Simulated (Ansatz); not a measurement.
Geometry optimisation, RKS PBE0-D4/cc-pVDZ in Ansatz 0.2.0.

Input file:

```yaml
crystal:
  periodic: [false, false, false]
  atoms:
    - { symbol: "N", position_ang: [-0.3201, 1.808, 0.1094] }
    - { symbol: B, position_ang: [0.1577, 0.7516, -0.8147] }
    - { symbol: C, position_ang: [-0.0668, -0.7819, -0.4546] }
    - { symbol: "N", position_ang: [0.7634, -1.0925, 0.7814] }
    - { symbol: H, position_ang: [-1.3839, 1.6619, 0.2296] }
    - { symbol: H, position_ang: [0.1053, 1.7663, 1.0213] }
    - { symbol: H, position_ang: [0.7021, 1.0483, -1.8329] }
    - { symbol: H, position_ang: [0.4007, -1.3823, -1.283] }
    - { symbol: H, position_ang: [-1.1135, -0.9854, -0.2766] }
    - { symbol: H, position_ang: [1.66516, -1.58681, 0.38567] }
    - { symbol: H, position_ang: [1.16309, -0.15475, 1.08528] }
basis:
  gaussian: { orbitals: cc-pVDZ }
hamiltonian:
  xc: pbe0
  dispersion: d4
relax:
  f_tol: 0.015
  max_steps: 40
```

Launched with:

```bash
$ ansatz run input.yaml --threads 1 --pin off --max-ram 2048MiB --backend cpu --events-out ev --progress --plain --runs-dir out
```

Task: Where does it end, and by what steps?

Result: The forces met the threshold. After 18 steps the energy has fallen by 1.826 eV; H6 moved furthest, 1.52 Å.

| step | energy less start (eV) | largest force component (eV/Å) | accepted |
| --- | --- | --- | --- |
| 0 | 0.0000 | 2.338 | yes |
| 1 | -0.4424 | 1.603 | yes |
| 2 | -0.7326 | 1.709 | yes |
| 3 | -1.0593 | 2.052 | yes |
| 4 | -1.3411 | 1.560 | yes |
| 5 | -1.5514 | 1.073 | yes |
| 6 | -1.6916 | 0.781 | yes |
| 7 | -1.7946 | 0.198 | yes |
| 8 | -1.7898 | 0.352 | no |
| 9 | -1.8111 | 0.345 | yes |
| 10 | -1.8170 | 0.237 | yes |
| 11 | -1.8213 | 0.104 | yes |
| 12 | -1.8229 | 0.100 | yes |
| 13 | -1.8242 | 0.102 | yes |
| 14 | -1.8250 | 0.057 | yes |
| 15 | -1.8245 | 0.125 | no |
| 16 | -1.8255 | 0.028 | yes |
| 17 | -1.8256 | 0.020 | yes |
| 18 | -1.8258 | 0.012 | yes |

```xyz
11
Properties=species:S:1:pos:R:3
N -0.526 1.769 -0.015
B 0.299 0.760 -0.504
C -0.057 -0.773 -0.363
N 0.958 -1.511 0.421
H -1.429 1.589 0.405
H -0.291 2.752 -0.059
H 1.360 1.092 -0.996
H -0.128 -1.256 -1.354
H -1.040 -0.945 0.112
H 1.869 -1.371 -0.024
H 1.059 -1.054 1.329
```

Whether the end is a true minimum wasn't checked by a vibrational analysis.

The run took 68 s on 1 thread of Arm Neoverse V1, with other jobs on the host, peak memory 0.17 GiB.
